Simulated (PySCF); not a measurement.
C3H10Si, charge -1, doublet, at the geometry of the source list (a state made from the parent by changing its charge; the spin is typed, not shown lowest) (in this run its highest filled SCF level lies above zero, so its values depend strongly on the basis, on diffuse functions most of all). Base run: PySCF with PBE/def2-SVP.

The PySCF input:
```python
from pyscf import gto, scf, dft

mol = gto.M(
    atom='''
Si    0.06090000    0.22490000    0.46560000
C    -0.93200000    1.38420000   -0.67160000
C     1.76960000   -0.11080000   -0.30300000
C    -0.87690000   -1.41820000    0.67490000
H     0.23360000    0.86220000    1.78490000
H    -1.08030000    0.94810000   -1.65580000
H    -1.91320000    1.59710000   -0.25810000
H    -0.42270000    2.33340000   -0.80880000
H     2.36230000   -0.76890000    0.32530000
H     1.68360000   -0.58130000   -1.27870000
H     2.33130000    0.80940000   -0.43310000
H    -1.02380000   -1.91880000   -0.27830000
H    -1.85700000   -1.25970000    1.11460000
H    -0.33550000   -2.10170000    1.32220000
''',
    basis='def2-svp',
    charge=-1,
    spin=1,
    verbose=4,
)

mf = dft.UKS(mol)
mf.xc = 'pbe'
mf.kernel()
```

Variants of this job, named by their change:

```csv
change,ΔE vs base (mEh),fitting functions
base,0.000,-
auxbasis = even-tempered beta=2.0,-0.052,768
auxbasis = autoaux,-0.070,739
auxbasis = def2-svp-ri,-446.7,346
auxbasis = cc-pvtz-ri,-13.669,665
auxbasis = def2-tzvp-ri,-18.852,491
auxbasis = def2-universal-jkfit,-0.107,533
auxbasis = even-tempered beta=1.6,-0.013,1163
auxbasis = default (with mf = mf.density_fit()),-0.427,308
auxbasis = def2-universal-jfit,-0.427,308
```

A fitting set is made for a task (jfit for Coulomb, jkfit for Coulomb and exchange, ri for correlation) and for a family of orbital bases.

Open shells are given as the SCF converged; they aren't shown to be the lowest states, and a large step between rows can be another state.
